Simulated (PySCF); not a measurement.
## Worked example: oscillator strength and radiative lifetime

C3H5FSi, SMILES [SiH3]C=C=CF.

Geometry: B3LYP-D3(BJ)/def2-SVP. This is a generated structure with no PubChem entry under its InChIKey; it may be hypothetical.

TDDFT-PBE/def2-SVPD run with PySCF puts the first singlet state with f over 0.02 at 6.50 eV (vertical), with the transition dipole (1.495, 0.569, -0.068) in atomic units.

Problem. Find the oscillator strength, the wavelength and the radiative lifetime that this transition would have in vacuum if emission retraced absorption.

Solution. 
|μ|² = 2.5634 au, so |μ| = 4.07 D. ΔE = 6.50/27.211 = 0.2389 hartree. f = (2/3) ΔE |μ|² = 0.408 (the program prints 0.408).
λ = 1239.84/6.50 = 191 nm; ν = 52426 cm⁻¹.
Einstein's coefficient A = 0.6670 ν² f s⁻¹ (ν in cm⁻¹) = 7.5e8 s⁻¹, so τ = 1/A = 1.3 ns. This state is S6; the lower singlets have f = 0.001, 0.001, 0.000, 0.008, 0.000. The figure is the radiative limit of this one transition; relaxation, internal conversion, crossing to triplets and a medium change what is measured.
